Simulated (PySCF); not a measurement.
## `[BH3-][n+]1ccccc1C1CC1`: 4 charge schemes on one density

C8H12BN.
Cartesian coordinates in Å at the PBE0-D3(BJ)/def2-SVP level; atoms count from 1:
```
atom  x, y, z in Å
B1    -1.4615   -1.6883    0.1120
N2    -1.2123   -0.1060    0.0058
C3    -2.2821    0.7055    0.0706
C4    -2.1875    2.0832   -0.0017
C5    -0.9240    2.6524   -0.1483
C6     0.1777    1.8149   -0.2177
C7     0.0244    0.4253   -0.1389
C8     1.1742   -0.4954   -0.2010
C9     2.4039   -0.1420   -1.0021
C10    2.4731   -0.1333    0.4829
H11   -0.8432   -2.0875    1.0939
H12   -1.0375   -2.1951   -0.9225
H13   -2.6691   -1.8323    0.2347
H14   -3.2354    0.1892    0.1860
H15   -3.0908    2.6911    0.0563
H16   -0.8000    3.7359   -0.2090
H17    1.1782    2.2337   -0.3343
H18    0.8814   -1.5443   -0.1792
H19    2.8804   -0.9595   -1.5482
H20    2.4099    0.8138   -1.5335
H21    2.9998   -0.9420    0.9953
H22    2.5192    0.8306    0.9983
```

Density: PBE0/pcSseg-1 (PySCF); schemes: Mulliken, IAO, Hirshfeld and ESP-fitted. The structure is a single PBE0-D3(BJ)/def2-SVP conformer in the gas phase; no vibrational or solvent corrections.

Question: What partial charge does each atom carry?

Answer: In e:

```csv
atom,environment,Mulliken,IAO,Hirshfeld,ESP-fitted
B1,four-coordinate boron,-0.045,-0.397,-0.100,-0.101
N2,nitrogen bonded to B and 2 C,-0.635,-0.033,+0.014,-0.007
C3,aromatic CH next to a ring nitrogen,+0.235,+0.008,+0.055,+0.001
C4,aromatic CH carbon,-0.192,-0.172,-0.047,-0.226
C5,aromatic CH carbon,+0.038,-0.106,-0.019,-0.056
C6,aromatic CH carbon,-0.224,-0.172,-0.045,-0.357
C7,substituted aromatic carbon,+0.423,+0.164,+0.107,+0.474
C8,benzylic-type carbon,-0.282,-0.146,-0.036,-0.363
C9,three-membered-ring carbon,-0.177,-0.272,-0.077,-0.277
C10,three-membered-ring carbon,-0.180,-0.270,-0.075,-0.273
H11,B–H hydrogen,-0.059,-0.022,-0.101,-0.135
H12,B–H hydrogen,-0.061,-0.023,-0.101,-0.141
H13,B–H hydrogen,-0.088,-0.030,-0.102,-0.118
H14,aromatic hydrogen,+0.147,+0.184,+0.071,+0.160
H15,aromatic hydrogen,+0.116,+0.169,+0.064,+0.169
H16,aromatic hydrogen,+0.110,+0.165,+0.066,+0.154
H17,aromatic hydrogen,+0.105,+0.156,+0.058,+0.224
H18,methine hydrogen,+0.185,+0.190,+0.056,+0.274
H19,methylene hydrogen,+0.149,+0.160,+0.059,+0.169
H20,methylene hydrogen,+0.141,+0.143,+0.047,+0.127
H21,methylene hydrogen,+0.151,+0.160,+0.059,+0.170
H22,methylene hydrogen,+0.142,+0.145,+0.047,+0.130
```

Mean size of the charges over all atoms: ESP-fitted 0.187 e, Mulliken 0.177 e, IAO 0.149 e, Hirshfeld 0.064 e. Each set sums to the total charge, 0, to within 0.001 e. The IAO scheme projects the occupied orbitals on a minimal set of polarised atomic orbitals and counts the electrons in each atom's part of it.

Lowest charge. The schemes don't all agree: Mulliken N2 (-0.635); IAO B1 (-0.397); Hirshfeld H13 (-0.102); ESP-fitted C8 (-0.363).

Highest charge. The schemes don't all agree: Mulliken C7 (+0.423); IAO H18 (+0.190); Hirshfeld C7 (+0.107); ESP-fitted C7 (+0.474).

Question: Sum the charges by element, for elements with more than one atom.

Answer: 
```json
{"element": "C", "atoms": "8", "Mulliken": "-0.358", "IAO": "-0.966", "Hirshfeld": "-0.138", "ESP-fitted": "-1.076"}
{"element": "H", "atoms": "12", "Mulliken": "+1.038", "IAO": "+1.396", "Hirshfeld": "+0.223", "ESP-fitted": "+1.184"}
```

Question: How closely do the schemes follow one another over all atoms?

Answer: Correlation coefficient and root-mean-square difference: Hirshfeld with ESP-fitted 0.84, 0.165 e; IAO with ESP-fitted 0.83, 0.120 e; IAO with Hirshfeld 0.82, 0.125 e; Mulliken with ESP-fitted 0.74, 0.158 e; Mulliken with IAO 0.62, 0.176 e; Mulliken with Hirshfeld 0.61, 0.186 e.

Question: How many electrons does the IAO scheme count on C4?

Answer: Z − q = 6 − (-0.172) = 6.172.
